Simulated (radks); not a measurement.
The numbers below are computed, except where a source is named.
Question: Species: the nickel ion Ni4+. Configuration: [Ar] 3d6 (the NIST ground configuration). Code: a radial shooting solver on a logarithmic mesh with Libxc functionals. Model: Dirac Kohn-Sham, LDA (Slater exchange, Perdew-Wang correlation), spin-unpolarised, spherical densities, finite nucleus; open shells fill j = l - 1/2 first; Fermi nuclear charge, rms radius 3.7757 fm. Some entries of the table are withheld. Estimate them.

| orbital | occ. | eigenvalue (eV) | <1/r> (bohr^-1) |
|---|---|---|---|
| 1s1/2 | 2 | (1) | 28.05 |
| 2s1/2 | 2 | -1044.445 | (2) |
| 2p1/2 | 2 | -920.4040 | 6.044 |
| 2p3/2 | 4 | -902.9688 | 5.919 |
| 3s1/2 | 2 | (3) | (4) |
| 3p1/2 | 2 | -134.3220 | 1.836 |
| 3p3/2 | 4 | -131.9913 | 1.807 |
| 3d3/2 | 4 | -68.9126 | (5) |
| 3d5/2 | 2 | -68.6127 | (6) |

Answer: 
(1) 1s1/2 eigenvalue (eV): -8257.180
(2) 2s1/2 <1/r> (bohr^-1): 6.085
(3) 3s1/2 eigenvalue (eV): -172.4545
(4) 3s1/2 <1/r> (bohr^-1): 1.953
(5) 3d3/2 <1/r> (bohr^-1): 1.529
(6) 3d5/2 <1/r> (bohr^-1): 1.523
